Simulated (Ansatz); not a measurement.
`Br[SiH]1[CH2][GaH]1` + H–F → `F[SiH]1[CH2][GaH]1` + HBr at 298.15 K and 1 bar (ligand exchange at the Si–Br bond).

Computed with Ansatz on PBE0-D4/def2-TZVP structures; ΔE is electronic, products minus reactants. CCSD(T)/CBS adds triple-zeta CCSD(T) − MP2 to the extrapolated MP2 energy (def2 sets, frozen cores). This one scheme is used for every species. For Br, Ga outer-core shells are correlated without core-valence functions, which leaves a few kJ/mol of doubt a bond. Scalar relativity is left out up to krypton.

```tsv
species	CCSD(T)/CBS energy (Eh)	H − E (kJ/mol)	S (J/(mol·K))
`Br[SiH]1[CH2][GaH]1`	-4826.78667	128.1	360.2
H–F	-100.39570	33.5	173.6
`F[SiH]1[CH2][GaH]1`	-2353.27429	131.5	327.7
HBr	-2573.91920	24.6	198.6
```

H − E and S are ideal-gas, rigid-rotor, harmonic terms from PBE0-D4/def2-TZVP, for one conformer and one mirror image of each species. 1 Eh = 2625.50 kJ/mol, R = 8.31446 J/(mol·K).

Question: By hand: ΔE, ΔH, ΔS and ΔG.

Answer: ΔE = (-2353.27429) + (-2573.91920) − (-4826.78667) − (-100.39570) = -0.01112 Eh = -29.2 kJ/mol. Δ(H − E) = 131.5 + 24.6 − 128.1 − 33.5 = -5.5, so ΔH = -34.7 kJ/mol. ΔS = 327.7 + 198.6 − 360.2 − 173.6 = -7.5 J/(mol·K). ΔG = -34.7 − 298.15 × (-7.5)/1000 = -32.5 kJ/mol.

Question: By hand: the equilibrium constant, and the temperature at which ΔG would vanish if ΔH and ΔS stayed fixed.

Answer: log₁₀ K = −ΔG/(RT ln 10) = 5.7. ΔG = 0 at ΔH/ΔS = 4627 K, far beyond where these terms or the molecules hold.

The number of gas molecules stays the same, so ΔS is small and ΔH decides. A doubt of 5 kJ/mol in ΔE shifts log₁₀ K by 0.9 here. Other conformers and mirror images would add mixing entropy, several J/(mol·K) or more a flexible species. Modes under 60 cm⁻¹, often nearly free rotors, make the harmonic entropy too high. These are equilibria of isolated gas molecules and say nothing of rates. Largest T1 diagnostic: 0.014 (customary marks: 0.02 for closed shells, 0.045 for open ones).
